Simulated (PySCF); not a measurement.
CF3NOSi, SMILES O=C=N[Si](F)(F)F. Geometry optimised at r2SCAN-D4/def2-SVP. The values are those of a single conformer.

Give the equilibrium geometry at r2SCAN-D4/def2-SVP (PySCF confirms it by a frequency run) as Cartesian coordinates in Å, and its point group. (Estimate from the structure and the level; the computed values follow.)

Several could match; the one computed here: point group C3v.
```xyz
7

O      0.0000     0.0000     3.3002
C      0.0000     0.0000     2.1344
N      0.0000     0.0000     0.9300
Si     0.0000     0.0000    -0.7458
F     -1.2923    -0.7461    -1.3066
F      0.0000     1.4922    -1.3066
F      1.2923    -0.7461    -1.3066
```
Charge 0, spin multiplicity 1.
